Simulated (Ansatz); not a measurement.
Relaxed structures of BSiH4OF, singlet (PBE0-D4/def2-TZVP; forces vanish, vibrations not checked; lower isomers may exist, and structures with a doubtful reference or unclear bonds are left out; Å). Computed with Ansatz 0.2.0 (basis: def2-TZVPP); correlated methods freeze the cores.

Q: Rank them by CCSD(T) energy, lowest first, and give each one's height above the lowest. Links in brackets join atoms within 1.22 times the sum of their covalent radii (1.1 for two metals). (To be estimated.)
A.
BSiH₄OF ([F][BH]1[OH][SiH2]1)
```
8
angstrom
B 0.7729 -0.3638 -0.5844
Si -0.7403 0.8557 -0.1416
O -0.3097 -0.7505 0.5679
F 0.7262 -1.2524 -1.5934
H -2.1739 0.7309 -0.5132
H -0.6369 1.8411 0.9701
H 1.8315 -0.0972 -0.0831
H 0.0387 -0.8194 1.4616
```
B.
BSiH₄OF ([OH][SiH]1[H][BH]1[F])
```
8
angstrom
B -0.6129 0.7246 -0.9179
Si 0.7333 -0.1980 0.1119
O 0.5258 -1.7785 0.4720
F -0.4827 2.0290 -1.2408
H -1.4574 0.0413 -1.4206
H -0.7644 0.5959 0.4664
H 1.5699 0.4526 1.1603
H 0.6987 -2.0738 1.3678
```
C.
BSiH₄OF ([BH2][SiH]([OH])[F])
```
8
angstrom
B -0.8909 1.1837 -0.1813
Si 0.5002 -0.2694 -0.1789
O -0.0201 -1.3483 0.9401
F 0.5614 -0.9401 -1.6351
H -1.9888 0.9515 -0.5918
H -0.6744 2.2835 0.2334
H 1.9071 0.1170 0.1119
H 0.6054 -1.9779 1.3017
```

A: Computed: C (0.00 kcal/mol), A (18.57 kcal/mol), B (20.23 kcal/mol). Heights count from the lowest.

No T1 diagnostic of these runs exceeds 0.014.

For scale, one of the runs: CCSD(T)/def2-TZVPP, 191 basis functions, launched by `ansatz run in.yaml --threads 2 --pin off --events-out ev --progress --plain --max-ram 4352MiB`. Hardware: 2 CPU threads of an Arm Neoverse V1, shared host. Wall time 63 s; peak host memory 2.1 GiB.
